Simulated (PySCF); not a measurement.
## Correlation energy of Be²⁺ (beryllium, charge +2)

1s2, closed-shell 1S. Calculation: PySCF 2.14, in cc-pVTZ; no relativity, point nucleus. Frozen: nothing; 2 electrons correlated.

Total MP2 correlation energy: -4.32 mhartree.

Same-spin part 0.00 and opposite-spin part -4.32 mhartree; SCS-MP2 scales them by 1/3 and 6/5 to -5.18 mhartree.

With two correlated electrons CCSD is exact within the correlated space (frozen core and kept virtual orbitals).

```csv
level,correlation energy (mhartree)
CCSD,-4.52
```

Diagnostics: T1 = 0.00095, D1 = 0.0013, largest double amplitude 0.012.

Problem. Is a single reference adequate?

Solution. Yes: T1 lies below 0.03 and no double amplitude reaches 0.07.
